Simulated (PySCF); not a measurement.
PySCF input for CdSe, SMILES [Se]=[Cd], TDA-B3LYP/def2-TZVPD. Coordinates come from a B3LYP-D3(BJ)/def2-TZVP optimisation. The def2 effective core potentials stand for the cores of Cd; spin–orbit coupling is left out.

```python
import numpy as np
from pyscf import gto, scf, dft, tdscf

mol = gto.M(
    atom='''
    Cd    0.00000000    0.00000000   -0.99187329
    Se    0.00000000    0.00000000    1.40029170
    ''',
    basis='def2-TZVPD',
    ecp={'Cd': 'def2-tzvp'},
    charge=0,
    spin=0,
    symmetry=True,
    symmetry_subgroup='C2v',
    max_memory=1600,
    verbose=4,
)
mf = dft.RKS(mol, xc='b3lyp').density_fit(auxbasis='def2-universal-jkfit')
mf.grids.level = 3
mf.conv_tol = 1e-9
mf.max_cycle = 100
mf.kernel()
mf.grids = dft.Grids(mol).set(level=1).build(with_non0tab=True)  # coarser grid for the response kernel
td = tdscf.TDA(mf)
td.singlet = True
td.nstates = 10
td.conv_tol = 1e-4
td.positive_eig_threshold = 1e-6
td.kernel(x0=td.get_init_guess(mf, 15))
td.analyze()
tt = tdscf.TDA(mf)
tt.singlet = False
tt.nstates = 4
tt.conv_tol = 1e-4
tt.positive_eig_threshold = 1e-6
tt.kernel(x0=tt.get_init_guess(mf, 9))
tt.analyze(verbose=3)
```

Program output:

```
PySCF version 2.14.0

[INPUT] verbose = 4
[INPUT] num. atoms = 2
[INPUT] num. electrons = 54
[INPUT] charge = 0
[INPUT] spin (= nelec alpha-beta = 2S) = 0
[INPUT] symmetry True subgroup C2v
[INPUT] Mole.unit = angstrom
[INPUT] Symbol           X                Y                Z      unit          X                Y                Z       unit  Magmom
[INPUT]  1 Cd     0.000000000000   0.000000000000  -0.991873290000 AA    0.000000000000   0.000000000000  -1.874368868371 Bohr   0.0
[INPUT]  2 Se     0.000000000000   0.000000000000   1.400291700000 AA    0.000000000000   0.000000000000   2.646167807502 Bohr   0.0

nuclear repulsion = 150.424617419721
point group symmetry = Coov, use subgroup C2v
symmetry origin: [ 0.00000000e+00  0.00000000e+00 -2.76545295e-09]
symmetry axis x: [1. 0. 0.]
symmetry axis y: [0. 1. 0.]
symmetry axis z: [0. 0. 1.]
num. orbitals of irrep A1 = 43
num. orbitals of irrep A2 = 10
num. orbitals of irrep B1 = 22
num. orbitals of irrep B2 = 22
number of shells = 33
number of NR pGTOs = 177
number of NR cGTOs = 97
basis = def2-TZVPD
ecp = {'Cd': 'def2-tzvp'}


******** <class 'pyscf.df.df_jk.DFSymAdaptedRKS'> ********
method = DFSymAdaptedRKS
initial guess = minao
damping factor = 0
level_shift factor = 0
DIIS = <class 'pyscf.scf.diis.CDIIS'>
diis_start_cycle = 1
diis_space = 8
diis_damp = 0
SCF conv_tol = 1e-09
SCF conv_tol_grad = None
SCF max_cycles = 100
direct_scf = False
XC library pyscf.dft.libxc version 7.1.2
    S. Lehtola, C. Steigemann, M. J. T. Oliveira, and M. A. L. Marques,  SoftwareX 7, 1–5 (2018)
XC functionals = b3lyp
    P. J. Stephens, F. J. Devlin, C. F. Chabalowski, and M. J. Frisch,  J. Phys. Chem. 98, 11623 (1994)
radial grids:
    Treutler-Ahlrichs [JCP 102, 346 (1995); DOI:10.1063/1.469408] (M4) radial grids

becke partition: Becke, JCP 88, 2547 (1988); DOI:10.1063/1.454033
pruning grids: <function nwchem_prune>
grids dens level: 3
symmetrized grids: True
atomic radii adjust function: <function treutler_atomic_radii_adjust>
small_rho_cutoff = 0
Freeze 0 electrons in irreps []
    54 free electrons in irreps A1 A2 B1 B2
Set gradient conv threshold to 3.16228e-05
Initial guess from minao.
tot grids = 42816
******** <class 'pyscf.df.df.DF'> ********
auxbasis = def2-universal-jkfit
init E= -2556.3656299138
HOMO (B1) = -0.609461701031742  LUMO (B2) = -0.60946170103174  gap/eV = 0.00000

WARN: B1 HOMO -0.609461701031742 > system LUMO -0.60946170103174


WARN: B2 LUMO -0.60946170103174 < system HOMO -0.609461701031742

cycle= 1 E= -2566.95861307675  delta_E= -10.6  |g|= 3.77  |ddm|= 6.61
HOMO (A2) = -0.00677922774822859  LUMO (A1) = -0.00216007453942861  gap/eV = 0.12569
cycle= 2 E= -2527.03587544409  delta_E= 39.9  |g|= 7.46  |ddm|= 9.26
HOMO (B2) = -0.445710435589597  LUMO (A1) = -0.411560383399646  gap/eV = 0.92927
cycle= 3 E= -2564.38510098144  delta_E= -37.3  |g|= 3.45  |ddm|= 9.45
HOMO (B2) = -0.45928951943121  LUMO (A1) = -0.424299782515163  gap/eV = 0.95212
cycle= 4 E= -2568.94324737381  delta_E= -4.56  |g|= 1.56  |ddm|= 4.79
HOMO (A1) = -0.12201527932443  LUMO (B1) = -0.119891522281271  gap/eV = 0.05779
cycle= 5 E= -2568.24064068083  delta_E= 0.703  |g|= 1.81  |ddm|= 3.49
HOMO (B1) = -0.220992230135285  LUMO (A1) = -0.174547951102937  gap/eV = 1.26381
cycle= 6 E= -2569.38809877922  delta_E= -1.15  |g|= 0.227  |ddm|= 2.82
HOMO (B1) = -0.20118465158833  LUMO (A1) = -0.168206396363331  gap/eV = 0.89738
cycle= 7 E= -2569.3743415122  delta_E= 0.0138  |g|= 0.266  |ddm|= 0.484
HOMO (B1) = -0.213367238063795  LUMO (A1) = -0.167476940072618  gap/eV = 1.24874
cycle= 8 E= -2569.39238608087  delta_E= -0.018  |g|= 0.121  |ddm|= 0.176
HOMO (B2) = -0.222284038073101  LUMO (A1) = -0.163616794424243  gap/eV = 1.59642
cycle= 9 E= -2569.39801369242  delta_E= -0.00563  |g|= 0.0268  |ddm|= 0.206
HOMO (B2) = -0.217959850346266  LUMO (A1) = -0.161891104846788  gap/eV = 1.52571
cycle= 10 E= -2569.39813143863  delta_E= -0.000118  |g|= 0.00759  |ddm|= 0.0283
HOMO (B1) = -0.218260041262357  LUMO (A1) = -0.162052526266052  gap/eV = 1.52948
cycle= 11 E= -2569.39814694474  delta_E= -1.55e-05  |g|= 0.0034  |ddm|= 0.0146
HOMO (B1) = -0.218120973607345  LUMO (A1) = -0.162165838894595  gap/eV = 1.52262
cycle= 12 E= -2569.39815162835  delta_E= -4.68e-06  |g|= 0.000689  |ddm|= 0.00403
HOMO (B2) = -0.218041285541272  LUMO (A1) = -0.16215528357975  gap/eV = 1.52074
cycle= 13 E= -2569.39815180655  delta_E= -1.78e-07  |g|= 9.6e-05  |ddm|= 0.00101
HOMO (B2) = -0.218056781579486  LUMO (A1) = -0.162160604078892  gap/eV = 1.52101
cycle= 14 E= -2569.39815181041  delta_E= -3.86e-09  |g|= 7.79e-06  |ddm|= 0.000156
HOMO (B1) = -0.218055787332843  LUMO (A1) = -0.162159994751534  gap/eV = 1.52100
cycle= 15 E= -2569.39815181042  delta_E= -1.09e-11  |g|= 5.94e-07  |ddm|= 1.39e-05
HOMO (B2) = -0.218055874974548  LUMO (A1) = -0.162160090588074  gap/eV = 1.52100
Extra cycle  E= -2569.39815181041  delta_E= 3.64e-12  |g|= 5.85e-07  |ddm|= 1.28e-06
converged SCF energy = -2569.39815181041
tot grids = 15544
Overwritten attributes  positive_eig_threshold  of <class 'pyscf.tdscf.rks.TDA'>


******** <class 'pyscf.tdscf.rks.TDA'> for <class 'pyscf.df.df_jk.DFSymAdaptedRKS'> ********
nstates = 10 singlet
deg_eia_thresh = 1.000e-03
wfnsym = None
conv_tol = 0.0001
eigh lindep = 1e-12
eigh level_shift = 0
eigh max_cycle = 100


Excitation energies (eV)
[0.5266219  0.52662209 3.66807564 3.88062541 3.9580529  3.95805741
 5.61111856 5.61111876 6.19529392 6.4741064 ]

** Singlet excitation energies and oscillator strengths **
Excited State   1:   B2      0.52662 eV   2354.33 nm  f=0.0015
      27 -> 28       -0.70644
Excited State   2:   B1      0.52662 eV   2354.33 nm  f=0.0015
      26 -> 28       -0.70644
Excited State   3:   A1      3.66808 eV    338.01 nm  f=0.0467
      25 -> 28        0.50279
      26 -> 30       -0.34948
      27 -> 29       -0.34948
Excited State   4:   A2      3.88063 eV    319.50 nm  f=0.0000
      26 -> 29        0.49954
      27 -> 30       -0.49954
Excited State   5:   A2      3.95805 eV    313.25 nm  f=0.0000
      26 -> 29        0.49967
      27 -> 30        0.49966
Excited State   6:   A1      3.95806 eV    313.25 nm  f=0.0000
      26 -> 30        0.49967
      27 -> 29       -0.49967
Excited State   7:   B2      5.61112 eV    220.96 nm  f=0.0355
      27 -> 31       -0.70099
Excited State   8:   B1      5.61112 eV    220.96 nm  f=0.0355
      26 -> 31        0.70099
Excited State   9:   A1      6.19529 eV    200.13 nm  f=1.2977
      24 -> 28        0.12992
      25 -> 28       -0.35356
      25 -> 35       -0.11977
      26 -> 30       -0.26773
      26 -> 32        0.29565
      27 -> 29       -0.26773
      27 -> 33        0.29565
Excited State  10:   A2      6.47411 eV    191.51 nm  f=0.0000
      26 -> 33        0.49957
      27 -> 32        0.49957

** Transition electric dipole moments (AU) **
state          X           Y           Z        Dip. S.      Osc.
  1        -0.0000     -0.3445     -0.0000      0.1187      0.0015
  2        -0.3445     -0.0000      0.0000      0.1187      0.0015
  3        -0.0000     -0.0000     -0.7210      0.5198      0.0467
  4         0.0000     -0.0000      0.0000      0.0000      0.0000
  5         0.0000      0.0000     -0.0000      0.0000      0.0000
  6         0.0000      0.0000      0.0000      0.0000      0.0000
  7         0.0000     -0.5084      0.0000      0.2585      0.0355
  8         0.5084      0.0000      0.0000      0.2585      0.0355
  9        -0.0000      0.0000      2.9240      8.5498      1.2977
 10        -0.0000     -0.0000      0.0000      0.0000      0.0000

WARN: ECP detected. Skipping calculation of transition velocity and magnetic dipole moments, which have not yet been implemented.



******** <class 'pyscf.tdscf.rks.TDA'> for <class 'pyscf.df.df_jk.DFSymAdaptedRKS'> ********
nstates = 4 triplet
deg_eia_thresh = 1.000e-03
wfnsym = None
conv_tol = 0.0001
eigh lindep = 1e-12
eigh level_shift = 0
eigh max_cycle = 100


Excitation energies (eV)
[0.00831861 0.00831881 2.20176139 3.61685298]

** Triplet excitation energies and oscillator strengths **
Excited State   1:   B2      0.00832 eV 149044.32 nm  f=0.0000
Excited State   2:   B1      0.00832 eV 149040.81 nm  f=0.0000
Excited State   3:   A1      2.20176 eV    563.11 nm  f=0.0000
Excited State   4:   A1      3.61685 eV    342.80 nm  f=0.0000
```

Self-consistency was reached.
